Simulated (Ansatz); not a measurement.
Born–Oppenheimer molecular dynamics of C2H10AlFO (15 atoms, charge 0, multiplicity 1). It starts from a rough guess of a transition structure, not a stationary point.

Computed with UKS B3LYP-D4/STO-3G (Ansatz).

```yaml
ensemble: NVE (velocity Verlet)
time_step: 0.5 fs
steps_asked: 150
starting_velocities_drawn_for: 1000 K
seed: 22847
```

First frame:

```xyz
15
Properties=species:S:1:pos:R:3
Al -0.328 -0.260 -0.450
H 1.592 -0.120 0.108
C -0.996 -1.938 0.357
C -0.528 0.773 -2.129
H 0.429 1.109 1.784
F -0.604 1.070 1.168
H 1.766 0.347 0.956
O 1.666 1.000 2.054
H -1.226 -2.753 -0.335
H -1.897 -1.768 0.955
H -0.235 -2.313 1.050
H -1.292 1.554 -2.053
H -0.802 0.150 -2.986
H 0.407 1.280 -2.394
H 2.047 1.869 1.916
```

Q: How far do the bonds stretch over the last three quarters of this one trajectory? (Pairs bonded in most of those frames.)

A: 
```tsv
bond	mean (Å)	spread (Å)	shortest	longest
Al1–C3	1.916	0.070	1.82	2.03
Al1–C4	1.927	0.061	1.83	2.03
Al1–F6	1.714	0.105	1.51	1.85
H2–H7	0.947	0.195	0.74	1.32
C3–H9	1.100	0.015	1.07	1.12
C3–H10	1.103	0.030	1.06	1.15
C3–H11	1.098	0.008	1.08	1.12
C4–H12	1.114	0.041	1.02	1.20
C4–H13	1.124	0.064	0.99	1.26
C4–H14	1.105	0.021	1.07	1.14
H5–O8	1.142	0.126	0.99	1.50
O8–H15	1.038	0.073	0.92	1.14
```

Pairs bonded in part of these frames only: Al1–H2 38 %, H2–H7 63 %, H5–F6 9 %, H5–O8 82 %, H7–O8 29 %.

Mean temperature of the second half: 1032 K. The conserved energy stayed within 0.65 meV per atom of its start (net change -0.02 meV per atom), so the integration is sound. A run of 0.075 ps of so small a system gives no equilibrium averages. The orbitals were unrestricted but ended closed-shell. Limits of this set-up: minimal basis.

Time of the run: 9.5 min on 1 thread of Arm Neoverse V2 (shared host), peak memory 0.15 GiB.
